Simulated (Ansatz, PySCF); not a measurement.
CH2O2, charge -1, doublet, geometry from GFN2-xTB (a state made from the parent by changing its charge; the spin is typed, not shown lowest) (in this run its highest filled SCF level lies above zero, so its values depend strongly on the basis, on diffuse functions most of all), atoms displaced at random by about 0.03 Å a coordinate. Base run: B3LYP/cc-pVDZ, gradient run with PySCF.

PySCF was given this input:
```python
from pyscf import gto, scf, dft

mol = gto.Mole()
mol.atom = '''
    O     0.871621   -0.732210   -0.042750
    C    -0.446741   -0.198593    0.201746
    O    -0.569968    1.029054   -0.054982
    H     1.495411    0.034338   -0.228256
    H    -1.209637   -0.942827   -0.201661
'''
mol.basis = 'cc-pvdz'
mol.charge = -1
mol.spin = 1
mol.verbose = 4
mol.build()

mf = dft.UKS(mol)
mf.xc = 'b3lyp'
mf.kernel()
g = mf.nuc_grad_method()
grad = g.kernel()
```

Programs used: Ansatz (a first-principles code), PySCF; a row that names a program was run with it.

The coordinate followed is z of atom 1.

The base run was repeated with changes; each row names its change, and settings that it needs were set with it.

```
change                                                  dE/dx (Eh/bohr)  net force (Eh/bohr)
------------------------------------------------------  ---------------  -------------------
base                                                           0.004289             0.000038
finite difference step (bohr) = 0.01; conv_tol = 1e-11         0.004324                    -
grids.level = 5; grid_response = on                            0.004323             0.000000
finite difference step (bohr) = 0.2; conv_tol = 1e-11          0.004509                    -
grids.level = 1; grid_response = off                           0.004390             0.000184
grid_response = on                                             0.004324             0.000000
conv_tol = 1e-6                                                0.004287             0.000038
grids.level = 5; grid_response = off                           0.004323             0.000002
code = ansatz                                                  0.004324             0.000000
grids.level = 0; grid_response = off                           0.004937             0.004174
finite difference step (bohr) = 1e-4; conv_tol = 1e-11         0.004324                    -
finite difference step (bohr) = 1e-3; conv_tol = 1e-11         0.004324                    -
```

The net force is zero for an exact gradient.

Open shells are given as the SCF converged; they aren't shown to be the lowest states, and a large step between rows can be another state.
